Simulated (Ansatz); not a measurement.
Abridged output of a molecular run in Ansatz:

```
Functional definition: HF
1414 factors; integrals over basis functions are off by at most 1.0e-3 eV
mean field evaluation 1: about -13518.4671 eV, gradient 4.3e1 eV
mean field evaluation 2: about -13518.7699 eV, gradient 4.4e1 eV
mean field evaluation 4: about -13522.9577 eV, gradient 4.8e0 eV
mean field evaluation 8: about -13523.0485 eV, gradient 5.1e-1 eV
mean field evaluation 16: about -13523.0506 eV, gradient 3.3e-6 eV
mean field -13523.05056982 eV, -496.9629421879 hartree, gradient 3.3e-6 eV, S^2 0.000000; 0 other end points of the search recorded, 0 dependent functions left out; unrestricted orbitals would lower it
9 core orbitals not correlated: weight in the atoms' cores, before any rotation towards them, 1.000 or more for the frozen orbitals, at most 0.000 for the correlated occupied ones
reference -13523.05056982 eV, -496.9629421879 hartree; 14, 14 occupied and 213, 213 virtual orbitals, 1414 factors
second order -23.82956389 eV of doubles, -0.00000000 eV of singles
cycle   1  -23.78944184 eV  change    4.0e-2 eV  update   1.1e-1
cycle   2  -24.44382474 eV  change   -6.5e-1 eV  update   3.4e-2
cycle   3  -24.58379758 eV  change   -1.4e-1 eV  update   1.6e-2
cycle   4  -24.57148611 eV  change    1.2e-2 eV  update   3.8e-3
cycle   5  -24.57333342 eV  change   -1.8e-3 eV  update   1.7e-3
cycle   6  -24.57414454 eV  change   -8.1e-4 eV  update   4.1e-4
cycle   7  -24.57391597 eV  change    2.3e-4 eV  update   1.7e-4
cycle   8  -24.57388372 eV  change    3.2e-5 eV  update   6.5e-5
cycle   9  -24.57389378 eV  change   -1.0e-5 eV  update   2.7e-5
perturbative correction -1.08885990 eV, -0.0400148633 hartree
Total energy: -13548.71332350 eV, -497.9060309910 hartree
```

Its atoms:

Z-matrix (Å, degrees):
```
Si
C 1 1.860
O 1 1.637 2 110.9
H 1 1.486 2 105.7 3 -123.1
H 1 1.478 2 109.1 3 118.2
C 2 1.462 1 153.2 3 -177.9
N 2 1.258 1 140.3 3 7.3
H 3 0.959 1 118.4 2 -43.0
H 6 1.086 2 120.0 1 82.3
H 6 1.086 2 120.3 1 -75.3
```

Task: Which basis set was used?
A. def2-TZVPP
B. cc-pV(Q+d)Z
C. cc-pV(D+d)Z
D. def2-SVPD

Result: A. It gives 236 functions.

Task: Write the keys of the input that set method, charge and spin (a neutral closed shell needs none for the last two).

Result: 
```yaml
correlation: {method: ccsd_t}
```
